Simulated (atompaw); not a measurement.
# What one change does to a pseudopotential (aluminium (Al), PAW (atompaw))

* Element: aluminium (Al)
* Generator: atompaw 4.2.0.5
* Type: PAW
* Functional: LDA (PW92)
* Relativity: scalar-relativistic
* Frozen core: [Ne]
* Valence charge: 3
* Reference configuration: 3s1 3p2
* Partial waves: 3s (bound): rc 1.60 bohr; 3s channel at 0.45 Ry: rc 2.25 bohr; 3p (bound): rc 2.25 bohr; 3p channel at 0.3 Ry: rc 2.25 bohr; 3d channel at 0.45 Ry: rc 2.25 bohr
* Local potential: troulliermartins scheme with l = 3 at 0 Ry, radius 1.90 bohr
* Core correction: smooth core density matched at 1.20 bohr
* Augmentation charge: besselshape compensation charge, radius 2.10 bohr; PAW radius 2.25 bohr; waves and projectors: custom rrkj gramschmidtortho

Change: reference 3s2 3p0.5; added wave 3d channel at 2.8 Ry: rc 2.25 bohr.

Cutoffs: the cutoffs (Ry, on a coarse ladder) from which the occupation-weighted sum of valence levels, in a spherical-Bessel basis at the reference potential, stays within 10 and 1 mRy of its value at 400 Ry; they do not see the model core or the augmentation charge, which bear on the density cutoff.

What does the change do?

The potential gets harder (8 Ry and 15 Ry → 12 Ry and 18 Ry); the range in which the d phases agree widens (upper end 3.7 → at the end of the scan); neither file shows a bound ghost.

```tsv
quantity	base	changed
cutoff, loose	8 Ry	12 Ry
cutoff, tight	15 Ry	18 Ry
bound ghosts	none	none
s: phases at 2.27 bohr within 0.05 rad from the reference energy up to (Ry; the scan ends near 5)	3.0	3.0
p: phases at 2.27 bohr within 0.05 rad from the reference energy up to (Ry; the scan ends near 5)	4.4	4.4
d: phases at 2.27 bohr within 0.05 rad from the reference energy up to (Ry; the scan ends near 5)	3.7	to the end of the scan
lowest overlap eigenvalue by channel	s 0.03, p 0.77, d 1.00	s 0.04, p 0.77, d 0.94
```

 The cutoffs see the waves, projectors and local potential, not the compensation charge or the core.
